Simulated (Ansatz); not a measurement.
Consider the atomization: `BrB1CCO1` → B• + Br• + 2 C• + 4 H• + O•.

Program: Ansatz. Geometries: PBE0-D4/def2-TZVP. ΔE: electronic, gas phase. CBS: MP2 limit from def2 TZ/QZ plus the TZ coupled-cluster correction, frozen cores. This one scheme is used for every species, atoms too. Functionals use def2-TZVPP. B3LYP here is the variant with VWN-RPA as its local correlation; programs differ in this. No spin–orbit coupling; open shells (•) take unrestricted orbitals. Spin–orbit coupling would lower the free atoms: a little for B, C, O; clearly for Br. For Br outer-core shells are correlated without core-valence functions, so the limit isn't a true one: a few kJ/mol of doubt a bond, and 10 to 20 or more in all where bonds break to atoms. Scalar relativity is left out up to krypton.

`BrB1CCO1`:

```xyz
9

Br   -2.520   -0.830    1.378
B    -0.892   -0.450    0.467
C    -0.020    0.811    0.119
C     0.822   -0.297   -0.524
O    -0.091   -1.370   -0.127
H    -0.449    1.535   -0.573
H     0.449    1.335    0.951
H     0.898   -0.267   -1.611
H     1.803   -0.468   -0.079
```

```csv
level,ΔE (kJ/mol),difference from CCSD(T)/CBS
PBE0-D4,3714.8,46.1
B3LYP-D4,3661.4,-7.3
ωB97X-V,3679.6,10.9
ωB97M-V,3686.3,17.6
B2PLYP,3637.6,-31.1
r2SCAN,3702.1,33.4
B3LYP,3631.8,-36.9
MP2/def2-TZVPP,3684.2,15.5
SCS-MP2/def2-TZVPP,3630.3,-38.4
CCSD/def2-TZVPP,3515.1,-153.6
CCSD(T)/def2-TZVPP,3578.9,-89.8
HF/def2-QZVPP,2701.8,-966.9
MP2/def2-QZVPP,3736.6,67.9
HF/CBS(def2),2702.2,-966.5
MP2/CBS(def2),3774.1,105.4
CCSD/CBS(def2),3605.0,-63.7
CCSD(T)/CBS,3668.7,0
```

Largest T1 diagnostic among the species: 0.014.

From PBE to PBE0 (25 % exact exchange), in def2-TZVPP and without D4, ΔE moves by −71.2 kJ/mol: exact exchange takes away binding that semilocal exchange gives to molecules. In def2-TZVPP, CCSD(T) changes the Hartree–Fock value by +879.4 kJ/mol (the triples alone add +63.7 kJ/mol) and MP2 by +984.7 kJ/mol; breaking electron pairs costs correlation energy, which Hartree–Fock lacks.

For atomizations the MP2-based limit and the directly extrapolated one differ by several kJ/mol either way, and by 10 to 25 for some Ge, Se and Sn compounds, so smaller differences from it don't rank the levels.
